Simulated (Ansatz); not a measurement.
Reactions of `CO[SiH](C)O`.

Isolated molecules relaxed with PBE0-D4/def2-TZVP in Ansatz; ΔE leaves out vibrations. CBS: MP2 limit from def2 TZ/QZ plus the TZ coupled-cluster correction, frozen cores. This one scheme is used for every species, atoms too. Functionals use def2-TZVPP. No spin–orbit coupling; open shells (•) take unrestricted orbitals. Spin–orbit coupling would lower the free atoms: a little for C, O, Si. One conformer a species, not always the lowest.

| reaction | ωB97M-V (kJ/mol) | HF/CBS(def2) (kJ/mol) | CCSD/CBS(def2) (kJ/mol) | CCSD(T)/CBS(def2) (kJ/mol) |
| --- | --- | --- | --- | --- |
| `CO[SiH](C)O` + `O[SiH](F)O[SiH2]Cl` → `CO[SiH](F)O[SiH2]Cl` + `C[SiH](O)O` | 3 | 1 | 2 | 2 |
| `CO[SiH](C)O` → `[CH2]` (triplet) + `C[SiH](O)O` | 383 | 242 | 367 | 377 |
| `CO[SiH](C)O` → `C[O]`• + `C[SiH]O`• | 519 | 391 | 521 | 529 |
| `CO[SiH](C)O` + HCl → `CO[SiH](C)Cl` + H₂O | -3 | 5 | -4 | -5 |
| `CO[SiH](C)O` + `O[SiH2]O` → `C[SiH](O)O[SiH2]O` + CH₃OH | -19 | -21 | -20 | -20 |
| `CO[SiH](C)O` + H₂S → `CO[SiH](C)S` + H₂O | 43 | 61 | 42 | 38 |
| `CO[SiH](C)O` → `C[SiH2]O` + `C=O` | 225 | 203 | 225 | 224 |
| `CO[SiH](C)O` → 2 C• + 8 H• + 2 O• + Si• | 5010 | 3699 | 4949 | 5010 |
| `CO[SiH](C)O` + PH₃ → `C[SiH](O)P` + CH₃OH | 98 | 117 | 98 | 94 |
| `CO[SiH](C)O` + CH₃NH₂ → `CN[SiH](C)O` + CH₃OH | 46 | 55 | 46 | 46 |

Largest T1 diagnostic: 0.019, for `C[O]`•.
